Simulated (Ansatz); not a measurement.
`C=C[Si](F)(Cl)Cl` + CH₄ → `C=C[Si](C)(F)Cl` + HCl  (formal exchange of groups at the Si–Cl bond)

Gas-phase electronic energies from Ansatz, PBE0-D4/def2-TZVP geometries. CBS: MP2 limit from def2 TZ/QZ plus the TZ coupled-cluster correction, frozen cores. This one scheme is used for every species. Functionals use def2-TZVPP. Each species was taken in one conformer, which may not be the lowest.

Task: Is it downhill or uphill in electronic energy at CCSD(T)/CBS, and by how much? (Best estimate.)

Result: Computed: Uphill: ΔE = +22.7 kcal/mol.

Task: What do these levels give: PBE-D4, PBE0-D4, ωB97M-V, r2SCAN, PBE0, HF/def2-TZVPP, MP2/def2-TZVPP, SCS-MP2/def2-TZVPP, CCSD/def2-TZVPP, SCS-MP2/def2-QZVPP, MP2/CBS(def2), CCSD/CBS(def2)? (Estimate.)

Result: Ansatz gave: PBE-D4 22.7, PBE0-D4 22.8, ωB97M-V 22.9, r2SCAN 24.0, PBE0 22.9, HF/def2-TZVPP 24.4, MP2/def2-TZVPP 23.3, SCS-MP2/def2-TZVPP 23.2, CCSD/def2-TZVPP 22.0, SCS-MP2/def2-QZVPP 23.5, MP2/CBS(def2) 23.9, CCSD/CBS(def2) 22.6 kcal/mol.

Largest T1 diagnostic among the species: 0.011.

In def2-TZVPP, CCSD(T) changes the Hartree–Fock value by −2.4 kcal/mol (the triples alone add +0.1 kcal/mol) and MP2 by −1.1 kcal/mol.
